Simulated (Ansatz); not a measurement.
Ideal-gas functions of CHBClNO (`O=C=NBCl`) at 298.15 K and 1 bar, from an Ansatz frequency run at PBE0-D4/def2-TZVP.

Molar mass 89.29 g/mol, point group Cs (symmetry number 1), electronic degeneracy 1, moments of inertia 33.666, 270.819, 304.485 u Å². Harmonic wavenumbers (cm⁻¹, unscaled): 59, 144, 384, 631, 654, 779, 829, 949, 1150, 1602, 2408, 2695.

Use S(trans) = R[1.5 ln M + 2.5 ln T − 1.1517]; rotational temperatures θ = 24.2544 K / I; S(rot) = R[ln(√π/σ · √(T³/θAθBθC)) + 1.5]; for each mode x = 1.438777 ν̃/T, S = R[x/(eˣ − 1) − ln(1 − e⁻ˣ)] and H = RT x/(eˣ − 1); 1 cm⁻¹ = 0.0119627 kJ/mol; R = 8.31446 J/(mol·K).

Q: By hand: the entropy, in J/(mol·K).

A: Translation 164.9. Rotation: θ = 0.7204, 0.0896, 0.0797 K, giving 110.2. Vibration, mode by mode: 18.79, 11.51, 4.28, 1.67, 1.53, 0.94, 0.77, 0.48, 0.21, 0.03, 0.00, 0.00, in all 40.2. Electronic 0.0. Sum 315.3 J/(mol·K).

Q: By hand: H − E and G − E in kJ/mol, counted from the electronic energy.

A: Zero-point energy ½ × 12284 × 0.0119627 = 73.5; thermal vibration 6.0; translation, rotation and pV give 4 RT = 9.9. H − E = 89.4 kJ/mol, and G − E = 89.4 − 298.15 × 315.3/1000 = -4.6 kJ/mol.

Vibration gives 13 % of the entropy, 30.3 J/(mol·K) of it from the modes under 150 cm⁻¹: soft modes count most, and the harmonic formula is weakest for them. The sum counts one conformer and one mirror image; others add a mixing term.
